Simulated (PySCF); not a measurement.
Cartesian coordinates in Å; atom numbers follow the order of the lines, from 1:
```xyz
12

F     2.876    0.783    0.053
B     1.899   -0.101    0.009
F     1.989   -1.127    0.832
C     0.670    0.066   -0.956
C    -0.547    0.192   -0.132
C    -1.502    0.895    0.399
C    -1.453   -0.551    0.802
H     0.803    0.940   -1.609
H     0.600   -0.841   -1.583
H    -2.020    1.842    0.522
H    -1.095   -0.832    1.806
H    -2.188   -1.264    0.391
```

Geometry: PBE0-D3(BJ)/def2-SVP; GIAO shifts from PySCF 2.14.0 with density-fitted response routines, gas phase, non-relativistic, averaged over equivalent atoms.

At B97-D/pcSseg-1 (144 basis functions, 29 s wall time on 1 thread of an Arm Neoverse N1, shared host):
| atoms | δ (ppm) |
| --- | --- |
| F1/F3 | -80.7 |
| B2 | 23.7 |
| C5 | 116.0 |
| C6 | 104.7 |
| C4 | 16.7 |
| C7 | 11.7 |
| H10 | 6.61 |
| H8/H9 | 2.34 |
| H11/H12 | 1.19 |

References, each an isolated molecule treated in the same way: CFCl3 for ¹⁹F (σ = 154.77 ppm); BF3·OEt2 for ¹¹B (σ = 98.21 ppm); TMS for ¹³C (σ = 179.17 ppm), ¹H (σ = 31.41 ppm).

Problem. What do these become at OPBE/pcSseg-1?

Solution. 
```json
{"atoms": "F1/F3", "δ at OPBE/pcSseg-1": "-73.5", "change": "+7.2"}
{"atoms": "B2", "δ at OPBE/pcSseg-1": "23.5", "change": "-0.2"}
{"atoms": "C5", "δ at OPBE/pcSseg-1": "114.6", "change": "-1.4"}
{"atoms": "C6", "δ at OPBE/pcSseg-1": "104.3", "change": "-0.4"}
{"atoms": "C4", "δ at OPBE/pcSseg-1": "16.8", "change": "+0.1"}
{"atoms": "C7", "δ at OPBE/pcSseg-1": "13.0", "change": "+1.3"}
{"atoms": "H10", "δ at OPBE/pcSseg-1": "6.62", "change": "+0.01"}
{"atoms": "H8/H9", "δ at OPBE/pcSseg-1": "2.39", "change": "+0.05"}
{"atoms": "H11/H12", "δ at OPBE/pcSseg-1": "1.17", "change": "-0.02"}
```

Referencing at the same level of theory: CFCl3 for ¹⁹F (σref 155.97); BF3·OEt2 for ¹¹B (σref 100.31); ¹³C (σref 185.13), ¹H (σref 31.23) vs TMS.

The largest change is at F1/F3 (fluorine bonded to B). Cost: 144 basis functions, 29 s wall time on 1 thread of an Arm Neoverse N1, shared host. The order of the carbon signals is the same at both levels.

A carbon bonded to boron is broadened by the quadrupolar boron nucleus and is often missing from a measured spectrum. Unscaled 19F shifts against computed CFCl3 carry errors that often reach 10 to 50 ppm.
